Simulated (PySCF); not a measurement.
C2H8AlN.
Cartesian coordinates in Å at the PBE0-D3(BJ)/def2-SVP level; atoms count from 1:
```
atom  x, y, z in Å
C1     2.2188   -0.0710    0.2635
N2     0.8109   -0.0856    0.5800
Al3   -0.5838    0.0922   -0.5136
C4    -2.3929    0.0515    0.2320
H5     2.7630    0.7575    0.7553
H6     2.7330   -1.0090    0.5458
H7     2.3608    0.0553   -0.8216
H8     0.6492   -0.2122    1.5752
H9    -0.2398    0.2800   -2.0564
H10   -3.1579   -0.0348   -0.5563
H11   -2.6163    0.9705    0.8008
H12   -2.5350   -0.7935    0.9264
```

Computed, not measured: PySCF 2.14.0, PBE0-D3(BJ)/def2-SVP geometry optimisation, gas phase.

(1) Which atoms are bound to Al3, and at what distances?

(2) List the angles at Al3.

(3) What is the shape at Al3?

(4) What are the other bond lengths?

(5) Give some angles away from the centre.

(6) What are the rotational constants (commonest isotopes, rigid rotor)?

## Answers

(1) 3 atoms: H9 1.592 Å, N2 1.781 Å, C4 1.957 Å. The nearest atom not counted as bound is H8, at 2.44 Å.

(2) 
```csv
angle,degrees,distance of the outer atoms (Å)
C4–Al3–H9,124.9,3.15
N2–Al3–C4,119.2,3.23
N2–Al3–H9,115.9,2.86
```

(3) Planar: angles 124.9°, 119.2° and 115.9°, sum 360.0°, 0.00 Å off the plane of its three neighbours.

(4) C1–N2 1.443 Å; C1–H5, C1–H6, C1–H7 1.105 Å; N2–H8 1.016 Å; C4–H10, C4–H11, C4–H12 1.103 Å.

(5) C1–N2–Al3 128.9°.

(6) A = 19875, B = 2588, C = 2358 MHz: a near-prolate asymmetric top.

Point group: near Cs, missed by 0.34 Å at most; the miss may be what the optimiser left on a soft mode. Charge 0, singlet. PBE0-D3(BJ)/def2-SVP frequencies: not computed here.

Time: 16 s. Hardware: an Arm Neoverse V1 with one thread (shared host). That covers the optimisation of the geometry.

One conformer stands for the species.
